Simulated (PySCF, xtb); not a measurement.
bicarbonate (CHO3), SMILES O=C([O-])O, charge -1. One conformer was computed; it need not be the lowest.

Harmonic wavenumbers (cm⁻¹) from GFN2-xTB run with xtb 6.7.1 at its own minimum, in rising order: 451, 507, 600, 750, 805, 1097, 1310, 1879, 3544.

Task: What does PBE-D3(BJ)/def2-SVPD (PySCF 2.14.0) give at its own minimum? (The exact figures need the calculation; the answer reports its results.)

Result: 525, 535, 600, 786, 814, 1134, 1271, 1744, 3687. Paired by order, the mean absolute difference is 56 cm⁻¹ and the zero-point energies are 15.6 and 15.9 kcal/mol.
